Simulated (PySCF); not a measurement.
# Reading the logs of faulty runs: AlC2H6O cation

Calculated results; nothing here was measured. The program is PySCF 2.14.0, an open-source quantum chemistry code, run on an isolated molecule that a program drew, which may never have been made. The molecule is AlC2H6O cation (charge +1, singlet), drawn as the SMILES string `C[CH2][Al+][OH]`.

Each row is a Hartree-Fock (HF) and frozen-core CCSD(T) single point in the cc-pV(D+d)Z basis, meant for a local HF minimum. Run 1 is clean. Each other run has one planted mistake out of seven kinds, and not every kind appears here: one electron removed, one electron added, multiplicity raised by two, geometry at a saddle point, minimal basis STO-3G, one bond length entered in bohr, all coordinates scaled. The reference is restricted for singlets and unrestricted otherwise, and also for a bond in bohr. Adding or removing an electron swaps singlet and doublet. Electrons count all cores. HOMO and LUMO are orbital energies over both spins, the gradient is its largest component, and the lowest frequency (negative if imaginary) is given only where the gradient is small. Bond lengths are over the 9 bonds as drawn. T1 is the CCSD diagnostic: over 0.02 (restricted) or 0.045 (unrestricted) a single reference is doubtful.

Geometry of the clean run:
```xyz
10
AlC2H6O cation, angstrom
C     0.5122   -0.8265   -0.6942
C    -0.4487   -1.7124    0.1234
Al   -1.7133   -0.7595    1.2556
O    -2.7558    0.0164    2.1879
H     1.1634   -1.4737   -1.2819
H     1.1452   -0.2112   -0.0546
H    -0.0213   -0.1753   -1.3867
H     0.0938   -2.3817    0.7980
H    -1.0629   -2.3464   -0.5232
H    -3.3712    0.4700    2.7385
```

```
run,electrons,basis functions,<S^2>,HOMO (eV),LUMO (eV),gradient (hartree/bohr),lowest frequency (cm^-1),mean bond (Å),longest bond (Å),T1,HF (hartree),CCSD(T) (hartree),mistake
1,38,95,0.000,-16.94,-3.77,3.8e-05,110,1.2765,1.947,0.0130,-395.82241,-396.39669,no fault
2,38,95,0.721,-15.90,-4.12,1.8e-02,-,1.3847,2.068,0.0552,-395.69767,-396.26925,one bond length entered in bohr
3,38,95,2.018,-11.93,-7.78,1.1e-01,-,1.2765,1.947,0.0223,-395.64754,-396.20537,multiplicity raised by two
4,39,95,0.763,-4.96,1.85,3.2e-02,-,1.2765,1.947,0.0154,-395.98234,-396.57448,one electron added
5,37,95,0.762,-24.77,-14.90,7.9e-02,-,1.2765,1.947,0.0311,-395.23950,-395.79287,?
6,38,95,0.000,-17.03,-3.59,3.2e-02,-,1.2280,1.873,0.0120,-395.80711,-396.37362,?
```

**Which mistake was planted in run 5, and what did it cost?**

It counts 37 electrons, one fewer than the clean run, at the same geometry and basis. So the mistake is: one electron removed. Subtracting run 1 and multiplying by 627.51 kcal/mol a hartree, the energy moved by 365.8 kcal/mol in HF and 378.9 kcal/mol in CCSD(T).

**Which mistake was planted in run 6, and what did it cost?**

The mean and the longest bond both change by the same factor, 0.962, and the gradient is no longer small. So the mistake is: all coordinates scaled. Subtracting run 1 and multiplying by 627.51 kcal/mol a hartree, the energy moved by 9.6 kcal/mol in HF and 14.5 kcal/mol in CCSD(T).

Cautions from the logs. Run 2: T1 is over the limit, so its CCSD(T) energy is less reliable.
